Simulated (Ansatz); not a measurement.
`OI` → H• + I• + O•  (atomization)

Calculated with Ansatz (gas phase, PBE0-D4/def2-TZVP geometries, no zero-point term in ΔE). CCSD(T)/CBS is the MP2 limit (def2-TZVPP, def2-QZVPP) plus CCSD(T) − MP2 in def2-TZVPP, frozen cores. This one scheme is used for every species, atoms too. DFT in def2-TZVPP. B3LYP here is the variant with VWN-RPA as its local correlation; programs differ in this. HSE06 is defined as in plane-wave codes. No spin–orbit coupling; open shells (•) take unrestricted orbitals. Spin–orbit coupling would lower the free atoms: a little for O; strongly for I. Elements past krypton have def2 core potentials. Bonds to I are less sure, by a few kJ/mol each and by 10 to 20 or more in all where they break to atoms, as the def2 sets lack core-valence functions.

```json
{"level": "LDA (SPW92)", "ΔE (kcal/mol)": "203.5", "difference from CCSD(T)/CBS": "37.9"}
{"level": "PBE-D4", "ΔE (kcal/mol)": "171.0", "difference from CCSD(T)/CBS": "5.4"}
{"level": "revPBE-D4", "ΔE (kcal/mol)": "163.4", "difference from CCSD(T)/CBS": "-2.2"}
{"level": "BLYP-D4", "ΔE (kcal/mol)": "166.6", "difference from CCSD(T)/CBS": "1.0"}
{"level": "r2SCAN-D4", "ΔE (kcal/mol)": "161.3", "difference from CCSD(T)/CBS": "-4.3"}
{"level": "B97M-V", "ΔE (kcal/mol)": "161.8", "difference from CCSD(T)/CBS": "-3.8"}
{"level": "PBE0-D4", "ΔE (kcal/mol)": "158.7", "difference from CCSD(T)/CBS": "-6.9"}
{"level": "B3LYP-D4", "ΔE (kcal/mol)": "160.5", "difference from CCSD(T)/CBS": "-5.1"}
{"level": "r2SCANh-D4", "ΔE (kcal/mol)": "157.2", "difference from CCSD(T)/CBS": "-8.4"}
{"level": "r2SCAN0-D4", "ΔE (kcal/mol)": "151.3", "difference from CCSD(T)/CBS": "-14.3"}
{"level": "HSE06-D4", "ΔE (kcal/mol)": "159.0", "difference from CCSD(T)/CBS": "-6.6"}
{"level": "CAM-B3LYP-D4", "ΔE (kcal/mol)": "160.0", "difference from CCSD(T)/CBS": "-5.6"}
{"level": "ωB97X-V", "ΔE (kcal/mol)": "160.4", "difference from CCSD(T)/CBS": "-5.2"}
{"level": "ωB97M-V", "ΔE (kcal/mol)": "160.2", "difference from CCSD(T)/CBS": "-5.4"}
{"level": "B2PLYP", "ΔE (kcal/mol)": "158.7", "difference from CCSD(T)/CBS": "-6.9"}
{"level": "PBE-QIDH", "ΔE (kcal/mol)": "154.8", "difference from CCSD(T)/CBS": "-10.8"}
{"level": "PBE", "ΔE (kcal/mol)": "170.2", "difference from CCSD(T)/CBS": "4.6"}
{"level": "BLYP", "ΔE (kcal/mol)": "164.8", "difference from CCSD(T)/CBS": "-0.8"}
{"level": "r2SCAN", "ΔE (kcal/mol)": "161.1", "difference from CCSD(T)/CBS": "-4.5"}
{"level": "PBE0", "ΔE (kcal/mol)": "158.1", "difference from CCSD(T)/CBS": "-7.5"}
{"level": "B3LYP", "ΔE (kcal/mol)": "159.3", "difference from CCSD(T)/CBS": "-6.3"}
{"level": "r2SCANh", "ΔE (kcal/mol)": "157.0", "difference from CCSD(T)/CBS": "-8.6"}
{"level": "r2SCAN0", "ΔE (kcal/mol)": "151.1", "difference from CCSD(T)/CBS": "-14.5"}
{"level": "HSE06", "ΔE (kcal/mol)": "158.4", "difference from CCSD(T)/CBS": "-7.2"}
{"level": "BHLYP", "ΔE (kcal/mol)": "143.6", "difference from CCSD(T)/CBS": "-22.0"}
{"level": "CAM-B3LYP", "ΔE (kcal/mol)": "159.4", "difference from CCSD(T)/CBS": "-6.2"}
{"level": "LC-ωPBE", "ΔE (kcal/mol)": "156.7", "difference from CCSD(T)/CBS": "-8.9"}
{"level": "MP2/def2-SVP", "ΔE (kcal/mol)": "142.1", "difference from CCSD(T)/CBS": "-23.5"}
{"level": "CCSD/def2-SVP", "ΔE (kcal/mol)": "134.0", "difference from CCSD(T)/CBS": "-31.6"}
{"level": "CCSD(T)/def2-SVP", "ΔE (kcal/mol)": "137.4", "difference from CCSD(T)/CBS": "-28.2"}
{"level": "HF/def2-TZVPP", "ΔE (kcal/mol)": "77.4", "difference from CCSD(T)/CBS": "-88.2"}
{"level": "MP2/def2-TZVPP", "ΔE (kcal/mol)": "162.1", "difference from CCSD(T)/CBS": "-3.5"}
{"level": "CCSD(T)/def2-TZVPP", "ΔE (kcal/mol)": "155.2", "difference from CCSD(T)/CBS": "-10.4"}
{"level": "HF/def2-QZVPP", "ΔE (kcal/mol)": "78.7", "difference from CCSD(T)/CBS": "-86.9"}
{"level": "SCS-MP2/def2-QZVPP", "ΔE (kcal/mol)": "166.0", "difference from CCSD(T)/CBS": "0.4"}
{"level": "CCSD/def2-QZVPP", "ΔE (kcal/mol)": "154.4", "difference from CCSD(T)/CBS": "-11.2"}
{"level": "CCSD(T)/def2-QZVPP", "ΔE (kcal/mol)": "161.1", "difference from CCSD(T)/CBS": "-4.5"}
{"level": "HF/CBS(def2)", "ΔE (kcal/mol)": "78.9", "difference from CCSD(T)/CBS": "-86.7"}
{"level": "MP2/CBS(def2)", "ΔE (kcal/mol)": "172.4", "difference from CCSD(T)/CBS": "6.8"}
{"level": "CCSD/CBS(def2)", "ΔE (kcal/mol)": "159.6", "difference from CCSD(T)/CBS": "-6.0"}
{"level": "CCSD(T)/CBS", "ΔE (kcal/mol)": "165.6", "difference from CCSD(T)/CBS": "0"}
```

Largest T1 diagnostic among the species: 0.011.

The D4 term adds +1.3 kcal/mol with B3LYP and +0.6 kcal/mol with PBE0; it sums over pairs of atoms, weighted by their polarisabilities, and B3LYP, whose exchange is more repulsive, gets the larger term. From PBE to PBE0 (25 % exact exchange), in def2-TZVPP and without D4, ΔE moves by −12.1 kcal/mol: exact exchange takes away binding that semilocal exchange gives to molecules.

For atomizations the MP2-based limit and the directly extrapolated one differ by several kJ/mol either way, and by 10 to 25 for some Ge, Se and Sn compounds, so smaller differences from it don't rank the levels.
